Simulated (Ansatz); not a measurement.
ReO2⁺. Charge 1, multiplicity 1. Geometry PBE0-D4/def2-TZVP.

```xyz
3

Re   -0.1035   -0.6352    0.2139
O    -0.4433    0.0114   -1.2558
O     0.5469    0.6238    1.0418
```

In the def2 sets Re takes a core potential; there is no spin–orbit coupling. At PBE-D4/def2-TZVP, r2SCAN-D4/def2-TZVP, PBE0-D4/def2-TZVP the restricted singlet is unstable: a solution with broken spin symmetry lies lower. The restricted singlet is unstable towards broken spin symmetry at other levels; at r2SCANh-D4/def2-TZVP, r2SCAN0-D4/def2-TZVP this wasn't settled. At PBE0-D4/def2-TZVP a triplet of charge 1 lies 0.43 eV below the restricted singlet, each at its own geometry. The structure comes from a short search, and lower isomers may exist.

Problem. Estimate the orbital energies around the gap (eV) in Ansatz with PBE-D4/def2-TZVP, r2SCAN-D4/def2-TZVP, r2SCANh-D4/def2-TZVP, PBE0-D4/def2-TZVP, r2SCAN0-D4/def2-TZVP.

Solution. 
| orbital | PBE-D4/def2-TZVP | r2SCAN-D4/def2-TZVP | r2SCANh-D4/def2-TZVP | PBE0-D4/def2-TZVP | r2SCAN0-D4/def2-TZVP |
| --- | --- | --- | --- | --- | --- |
| HOMO−13 | -519.98 | -525.38 | -529.78 | -532.35 | -536.38 |
| HOMO−12 | -94.23 | -96.49 | -98.05 | -98.90 | -100.39 |
| HOMO−11 | -56.67 | -58.17 | -59.32 | -60.03 | -61.03 |
| HOMO−10 | -56.61 | -58.08 | -59.20 | -59.90 | -60.88 |
| HOMO−9 | -55.12 | -56.58 | -57.69 | -58.38 | -59.36 |
| HOMO−8 | -31.80 | -32.97 | -33.95 | -34.63 | -35.42 |
| HOMO−7 | -31.62 | -32.80 | -33.77 | -34.44 | -35.23 |
| HOMO−6 | -19.20 | -19.48 | -20.12 | -20.86 | -21.08 |
| HOMO−5 | -18.79 | -19.11 | -19.73 | -20.41 | -20.66 |
| HOMO−4 | -18.12 | -18.31 | -18.83 | -19.43 | -19.60 |
| HOMO−3 | -17.70 | -17.86 | -18.38 | -19.06 | -19.26 |
| HOMO−2 | -17.54 | -17.79 | -18.35 | -18.95 | -19.09 |
| HOMO−1 | -15.76 | -15.97 | -16.51 | -17.15 | -17.32 |
| HOMO | -12.91 | -13.17 | -13.66 | -14.21 | -14.40 |
| LUMO | -12.40 | -12.23 | -11.83 | -11.31 | -11.22 |
| LUMO+1 | -11.71 | -11.50 | -11.19 | -10.86 | -10.73 |
| LUMO+2 | -11.06 | -10.86 | -10.43 | -9.88 | -9.78 |
| LUMO+3 | -8.95 | -8.63 | -8.31 | -8.04 | -7.84 |
| LUMO+4 | -8.18 | -7.81 | -7.50 | -7.27 | -7.04 |
| LUMO+5 | -5.70 | -5.25 | -4.99 | -4.91 | -4.62 |
